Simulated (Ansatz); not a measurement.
Two isomers of C2H6SSi: A = `C[SiH]1CS1`, B = `C=CS[SiH3]`.

Gas-phase electronic energies from Ansatz, PBE0-D4/def2-TZVP geometries. CCSD(T)/CBS is the MP2 limit (def2-TZVPP, def2-QZVPP) plus CCSD(T) − MP2 in def2-TZVPP, frozen cores. DFT in def2-TZVPP. B3LYP here is the variant with VWN-RPA as its local correlation; programs differ in this. Each species was taken in one conformer, which may not be the lowest.

(1) Which isomer does CCSD(T)/CBS put lower? Give the gap. (Best estimate.)

(2) Give E(B) − E(A) in kJ/mol with B3LYP, MP2/def2-TZVPP, BLYP-D4, HF/def2-TZVPP, CCSD(T)/def2-TZVPP, ωB97M-V, B3LYP-D4. (Estimate.)

(3) Does the order hold for the free energy at 298.15 K (harmonic terms from PBE0-D4)? (Estimate.)

Largest T1 diagnostic: 0.012.

Answers

(1) Ansatz gave: A, by 72.1 kJ/mol.

(2) The calculation gave: B3LYP 60.3, MP2/def2-TZVPP 81.2, BLYP-D4 52.5, HF/def2-TZVPP 45.8, CCSD(T)/def2-TZVPP 68.9, ωB97M-V 77.8, B3LYP-D4 60.2. None reverses the order clearly.

(3) The calculation gave: Yes: G(B) − G(A) = +55.6 kJ/mol, for one conformer each. Modes under 60 cm⁻¹, often nearly free rotors, make the harmonic entropy too high.

From BLYP to BHLYP (50 % exact exchange), in def2-TZVPP and without D4, E(B) − E(A) moves by +10.6 kJ/mol. In def2-TZVPP, CCSD(T) changes the Hartree–Fock value by +23.2 kJ/mol (the triples alone add +1.0 kJ/mol) and MP2 by +35.4 kJ/mol.
